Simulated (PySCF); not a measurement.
C2H10B3N3.
Z-matrix (Å and degrees, PBE0-D3(BJ)/def2-SVP geometry), rows numbered from 1:
```
C 
C   1  1.5187
N   2  1.4580  1  112.68
B   3  1.4303  2  119.83  1    89.01
N   4  1.4262  3  118.83  2  -177.84
B   5  1.4252  4  122.72  3     0.08
N   6  1.4252  5  116.73  4     0.14
B   7  1.4264  6  122.67  5    -0.24
H   1  1.1013  2  110.76  3    59.44
H   1  1.1013  2  110.81  3   -60.15
H   1  1.1011  2  111.06  3   179.62
H   2  1.1015  1  109.72  3  -121.56
H   2  1.1016  1  109.72  3   121.54
H   4  1.2112  3  120.33  2     2.46
H   5  1.0112  4  118.38  3  -179.54
H   6  1.2094  5  121.60  4  -179.76
H   7  1.0112  6  118.92  5  -179.60
H   8  1.2111  3  120.33  2    -2.56
```

Probes without a nucleus sit at each ring's centroid and 1 Å off its mean plane on both sides; NICS is minus the shielding there, NICSzz its component along the normal. Level: GIAO PBE0/pcSseg-1 (PySCF, non-relativistic, gas phase) on the PBE0-D3(BJ)/def2-SVP geometry, one conformer.

Ring bond lengths (Å), with Mayer bond orders in brackets: N3–B4 1.430 (1.12), B4–N5 1.426 (1.17), N5–B6 1.425 (1.16), B6–N7 1.425 (1.16), N7–B8 1.426 (1.17), B8–N3 1.430 (1.12).

Problem. What do the NICS probes read (ppm)?

Solution. 
```csv
ring,type,NICS(0),"NICS(1), two faces","NICS(1)zz, two faces",rms pucker (Å),"centre to ring atoms, mean (Å)"
N3–B4–N5–B6–N7–B8,6-membered ring with 3 B and 3 N; formal bonds all single,-3.3,-3.7 / -3.9,-5.5 / -6.6,0.00,1.43
```

Problem. What do they say, and how far can they be read as aromaticity?

Solution. 
- N3–B4–N5–B6–N7–B8: mean NICS(1)zz -6.1 ppm, shielded.

Problem. Give the inner angles of the rings and the Hirshfeld charges of the ring atoms.

Solution. 
- N3–B4–N5–B6–N7–B8: N3 120.2° (-0.158 e), B4 118.8° (+0.155 e), N5 122.7° (-0.225 e), B6 116.7° (+0.158 e), N7 122.7° (-0.225 e), B8 118.9° (+0.155 e); sum 720.0° against 720° for a flat convex ring.

Problem. How do the values depend on the level or the medium?

Solution. 
```json
{"level": "PBE0/pcSseg-1, gas", "NICS(0), N3–B4–N5–B6–N7–B8": "-3.3", "mean NICS(1)zz, N3–B4–N5–B6–N7–B8": "-6.1"}
{"level": "PBE0/pcSseg-1, IEF-PCM chloroform", "NICS(0), N3–B4–N5–B6–N7–B8": "-3.3", "mean NICS(1)zz, N3–B4–N5–B6–N7–B8": "-6.3"}
```

The geometry is the same throughout; the continuum's cavity takes Bondi-type radii × 1.2.

On one thread of an Arm Neoverse V2, on a shared host, this took 28 s of wall time (grids of density and orbitals included) and 0.96 GiB of memory at its peak. This is the whole shielding run at PBE0/pcSseg-1, SCF included.
